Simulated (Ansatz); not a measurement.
Isolated molecules relaxed with PBE0-D4/def2-TZVP in Ansatz; ΔE leaves out vibrations. CCSD(T)/CBS is the MP2 limit (def2-TZVPP, def2-QZVPP) plus CCSD(T) − MP2 in def2-TZVPP, frozen cores. This one scheme is used for every species, atoms too. For atomizations the MP2-based limit and the directly extrapolated one differ by several kJ/mol either way, and by 10 to 25 for some Ge, Se and Sn compounds, so smaller differences from it don't rank the levels. Functionals use def2-TZVPP. B3LYP here is the variant with VWN-RPA as its local correlation; programs differ in this. HSE06 is defined as in plane-wave codes. Open shells (•) are unrestricted, without spin–orbit coupling. Spin–orbit coupling would lower the free atoms: a little for C, Si. Bonds to Zn are less sure, by a few kJ/mol each and by 10 to 20 or more in all where they break to atoms, as the def2 sets lack core-valence functions. Scalar relativity is left out up to krypton.

`[SiH3][CH2][ZnH]` → C• + 6 H• + Si• + Zn (atom)  (atomization)

`[SiH3][CH2][ZnH]`:

Cartesian coordinates in Å:
```
Si 0.838 0.919 0.154
C -0.777 0.005 0.239
Zn -0.714 -1.764 -0.568
H 1.910 0.156 0.855
H 0.783 2.277 0.769
H 1.271 1.091 -1.262
H -1.556 0.586 -0.268
H -1.084 -0.104 1.285
H -0.672 -3.166 -1.204
```

| level | ΔE (kJ/mol) | difference from CCSD(T)/CBS |
| --- | --- | --- |
| B3LYP-D4 | 2579.7 | -14.3 |
| r2SCAN0-D4 | 2591.6 | -2.4 |
| CAM-B3LYP-D4 | 2603.1 | 9.1 |
| ωB97M-V | 2600.9 | 6.9 |
| B2PLYP | 2556.5 | -37.5 |
| PBE-QIDH | 2581.9 | -12.1 |
| revPBE | 2490.7 | -103.3 |
| r2SCAN | 2604.3 | 10.3 |
| r2SCAN0 | 2587.0 | -7.0 |
| HSE06 | 2564.3 | -29.7 |
| CAM-B3LYP | 2589.0 | -5.0 |
| CCSD/def2-SVP | 2434.1 | -159.9 |
| HF/def2-TZVPP | 1966.9 | -627.1 |
| MP2/def2-TZVPP | 2540.9 | -53.1 |
| HF/CBS(def2) | 1973.5 | -620.5 |
| MP2/CBS(def2) | 2594.8 | 0.8 |
| CCSD(T)/CBS | 2594.0 | 0 |

What do rigid-rotor, harmonic-oscillator terms from PBE0-D4/def2-TZVP frequencies (298.15 K, 1 bar) make of the CCSD(T)/CBS value? (Estimate.)

The calculation gave: ΔZPE = -149.9 kJ/mol, ΔH = +2482.2 kJ/mol, ΔS = 856 J/(mol·K), ΔG = +2226.9 kJ/mol. Open shells count their whole term as degenerate.

Largest T1 diagnostic among the species: 0.017.

At CCSD(T), def2-SVP lies −142.4 kJ/mol from the extrapolated value and def2-TZVPP −53.8 kJ/mol: correlation converges slowly with the basis, and small sets miss more of it in the bonded molecule than in its fragments. From r2SCAN to r2SCAN0 (25 % exact exchange), in def2-TZVPP and without D4, ΔE moves by −17.4 kJ/mol: exact exchange takes away binding that semilocal exchange gives to molecules. The D4 term adds +26.6 kJ/mol with B3LYP and +13.8 kJ/mol with PBE0; it sums over pairs of atoms, weighted by their polarisabilities, and B3LYP, whose exchange is more repulsive, gets the larger term.
